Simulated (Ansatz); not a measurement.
Reaction (formal hydrolysis of the Si–Cl bond): `[SiH3]O[Si]1(Cl)CO1` + H₂O → `O[Si]1(O[SiH3])CO1` + HCl

Gas-phase electronic energies from Ansatz, PBE0-D4/def2-TZVP geometries. CCSD(T)/CBS adds triple-zeta CCSD(T) − MP2 to the extrapolated MP2 energy (def2 sets, frozen cores). This one scheme is used for every species. DFT in def2-TZVPP. One conformer a species, not always the lowest.

`[SiH3]O[Si]1(Cl)CO1`:

Z-matrix (Å, degrees):
```
Si
O 1 1.648
H 1 1.482 2 108.3
H 1 1.481 2 108.0 3 -119.3
H 1 1.483 2 109.8 3 120.3
Si 2 1.601 1 150.2 3 -110.7
C 6 1.783 2 124.6 1 161.3
Cl 6 2.028 2 109.3 1 2.4
O 6 1.627 2 119.2 1 -136.0
H 7 1.088 6 122.3 2 5.6
H 7 1.087 6 122.9 2 -160.3
```

H₂O:

Z-matrix (Å, degrees):
```
O
H 1 0.960
H 1 0.960 2 105.1
```

`O[Si]1(O[SiH3])CO1`:

Cartesian coordinates in Å:
```
O -1.962 -0.875 -1.192
Si -0.644 -0.604 -0.288
O -0.219 0.914 -0.593
Si 0.971 2.023 -0.350
C -0.167 -1.500 1.186
O 0.499 -1.762 -0.158
H -2.276 -1.780 -1.229
H 1.976 1.918 -1.436
H 1.627 1.787 0.962
H 0.345 3.366 -0.365
H -0.690 -2.381 1.552
H 0.541 -1.107 1.913
```

HCl:

```xyz
2

Cl    0.181   -0.575   -0.213
H    -0.181    0.575    0.213
```

CCSD(T)/CBS gives -2.4 kcal/mol.

Q: Another level gave -2.8 kcal/mol. Which?
A. PBE-D4/def2-TZVPP
B. r2SCAN/def2-TZVPP
C. CCSD/def2-TZVPP
D. HF/def2-TZVPP

A: B. r2SCAN -2.8, PBE-D4 -0.9, HF/def2-TZVPP -5.4, CCSD/def2-TZVPP -4.2 kcal/mol.

Largest T1 diagnostic among the species: 0.012.

In def2-TZVPP, CCSD(T) changes the Hartree–Fock value by +1.7 kcal/mol (the triples alone add +0.5 kcal/mol) and MP2 by +2.8 kcal/mol. The D4 term adds +0.8 kcal/mol with B3LYP and +0.4 kcal/mol with PBE0; it sums over pairs of atoms, weighted by their polarisabilities, and B3LYP, whose exchange is more repulsive, gets the larger term.

B3LYP here is the variant with VWN-RPA as its local correlation; programs differ in this.
